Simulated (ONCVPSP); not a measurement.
**Pseudopotential generation for oxygen (O): ONCV, revPBE, scalar-relativistic.**

O (Z = 8), optimised norm-conserving Vanderbilt (ONCV), made with ONCVPSP 4.0.1 (revPBE, scalar-relativistic). Core [He], reference 2s2 2p3 (charge +1). Waves: 2s: rc 0.70 bohr, ncon 3, nbas 7, qcut 10.1 1/bohr, 1 projector; 2p: rc 1.65 bohr, ncon 5, nbas 8, qcut 8.4 1/bohr, 3 projectors, debl 3.3 Ha; d scattering state at 0.45 Ha: rc 1.75 bohr, ncon 4, nbas 6, qcut 5 1/bohr, 1 projector. Local part: polynomial inside 0.55 bohr (lpopt 5, dvloc0 0 Ha). Core correction: Teter function, fcfact 2.25, rcfact 1.25.

What the tests gave:

```
Cutoffs needed             : 43 Ha and 55 Ha (the cutoffs (Ha) at which the residual kinetic energy of the hardest occupied pseudo-wave falls to 1 and 0.1 mHa per electron)
Ghost test                 : no bound ghost flagged; GHOST(+) flagged for d at 74.1 eV
Largest excitation error   : +2082 meV (all-electron minus pseudo) for 2s2 2p0, out of 4 test configurations
rms error of d²Exc/dni dnj : 2.11 mHa without and 2.07 mHa with the model core
```

Generation and tests took about 3.3 s on one core of a shared server CPU.
